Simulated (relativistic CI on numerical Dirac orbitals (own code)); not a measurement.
Calculated at this level of theory: Dirac-Coulomb-Breit CI, KLI orbitals optimised for each configuration, a model potential for QED, unscaled Slater integrals (own radial code, finite nucleus).

CI space (outside the closed core [Ar] 3d10): 4s2 4p6, 4s2 4p5 4d, 4s 4p6 4d, 4s2 4p5 4f, 4s 4p6 4f, 4s2 4p5 5s, 4s2 4p5 5p, 4s 4p6 5s, 4s2 4p5 5d, 4p6 4d 4f, 4s 4p6 5p, 4s2 4p5 5f, 4s2 4p5 6s, 4s2 4p5 5g, 4s 4p6 5d, 4s2 4p5 6p, 4s2 4p5 6d, 4s 4p6 5f, 4s2 4p5 6f, 4p6 4f 5s, 4s 4p6 6s, 4p6 4d2, 4p5 4d3, 4p5 4d2 4f, 4p5 4d2 5s, 4p5 4d2 5p, 4p6 4f2, 4p5 4d 4f2, 4p5 4f3, 4p5 4f2 5s, 4p5 4f2 5p, 4p6 4d 5s, 4p5 4d 4f 5s, 4p5 4d 5s2, 4p5 4d 5s 5p. Double excitations out of closed p, d and f shells are left out; levels of such configurations are missing from the list, as are those of other unlisted configurations, and high levels can miss mixing partners. These lack a partner that the ground configuration has and come out too high: 4s2 4p5 5d, 4s2 4p5 5f, 4s2 4p5 6s, 4s2 4p5 5g, 4s2 4p5 6p.

At this charge energies of transitions that change n are usually good to better than 1 %, and those within a shell (Δn = 0) to a few per cent.

Outline of the computed level scheme of I XVIII. Lowest level of each configuration: 4s2 4p6 1S_0 at 0.000 eV; 4s2 4p5 4d 3P°_0 at 75.911 eV; 4s 4p6 4d 3D_1 at 147.667 eV; 4s2 4p5 4f 3G_5 at 178.315 eV; 4s2 4p5 5s 3P°_2 at 206.049 eV; 4s2 4p5 5p 3S_1 at 226.264 eV; 4s 4p6 4f 3F°_2 at 250.436 eV.

Some strong electric-dipole decays among the lowest 45 levels: 4s2 4p5 4d 1P°_1 → 4s2 4p6 1S_0 (1.0e+12 s⁻¹); 4s2 4p5 5s 1P°_1 → 4s2 4p6 1S_0 (2.7e+11 s⁻¹); 4s2 4p5 4f 3D_3 → 4s2 4p5 4d 3D°_2 (2.4e+11 s⁻¹); 4s2 4p5 4f 3G_3 → 4s2 4p5 4d 3F°_2 (2.1e+11 s⁻¹); 4s2 4p5 4f 1G_4 → 4s2 4p5 4d 1F°_3 (2.1e+11 s⁻¹); 4s2 4p5 4f 3G_5 → 4s2 4p5 4d 3F°_4 (2.1e+11 s⁻¹); 4s2 4p5 4f 3G_4 → 4s2 4p5 4d 3F°_3 (2.0e+11 s⁻¹); 4s2 4p5 4f 3F_4 → 4s2 4p5 4d 3D°_3 (2.0e+11 s⁻¹).

LS names give the leading component of a level, which can be under half, so a name can repeat, a term be missing and a line seem to break the LS rules.
